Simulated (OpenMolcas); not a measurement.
Tc4+: moving or changing the point charges

Tc4+ among 6 point charges of -1 e arranged as a tetragonal octahedron (D4h), 2.03 Å from the ion, with the axial distance 2.395 Å.
```
   2.0300    0.0000    0.0000  -1.00
   0.0000    2.0300    0.0000  -1.00
  -2.0300    0.0000    0.0000  -1.00
   0.0000   -2.0300    0.0000  -1.00
   0.0000    0.0000    2.3954  -1.00
   0.0000    0.0000   -2.3954  -1.00
```

```yaml
Program: OpenMolcas
Method: CASSCF
Basis: ANO-RCC-VDZP [6s5p3d1f]
Scalar_Hamiltonian: DKH2, point nucleus
Active_space: 3 electrons in 5 orbitals (4d)
State_averaging: 2S+1 = 4 even, 10 roots; 2S+1 = 2 even, 40 roots
Spin-orbit_coupling: state interaction with AMFI integrals over the reference wave functions
```

Runs around this geometry, states (labels of D4, the rotations of D4h). Energies in cm-1 above the lowest state or level, χT in cm3 K/mol.

```tsv
R (Å)	q (e)	Axial / equatorial distance	Ground state	First state of that spin	First gap with spin-orbit (degeneracies)	χT at 300 K	First state of another spin
2.03	-1	1.09	4B1	4E 3422	73.7 (2, 2)	0.842	2A1 16249
2.03	-0.5	1.18	4B1	4E 1391	213.1 (2, 2)	0.400	2A1 15726
1.84	-1	1.18	4B1	4E 4296	97.8 (2, 2)	1.034	2A1 16213
2.03	-1	1.18	4B1	4E 2638	165.2 (2, 2)	0.717	2A1 16005
2.16	-1	1.18	4B1	4E 1923	213.8 (2, 2)	0.540	2A1 15848
```

Taking the first state of the same spin as R^-n, n = -ln(1923 / 4296) / ln(2.16 / 1.84) = 5.0 between the shortest and longest distance.

Scaling the charges by -0.5 / -1 = 0.50 scales the first state of the same spin by 1391 / 2638 = 0.53; with fixed orbitals a first-order splitting would follow the charge.

Without dynamic correlation the repulsion within the d shell is too large (B by tens of per cent), so at a given field states of lower spin stand too high. Spin-orbit coupling mixes the spin-free states strongly: the lowest level takes only 57 % from its leading state, 4B1 (figures for R = 2.03, q = -0.5, ratio = 1.18; the like holds for R = 2.16, q = -1, ratio = 1.18). The ground term spreads over less than 5000 cm-1, several times less than with real ligands, so orbital moments are less quenched and χT lies further from the spin-only value than at real sites (holds for R = 2.03, q = -0.5, ratio = 1.18; R = 2.16, q = -1, ratio = 1.18). This is an electrostatic model: the charges have no orbitals. No measured value stands beside these numbers.
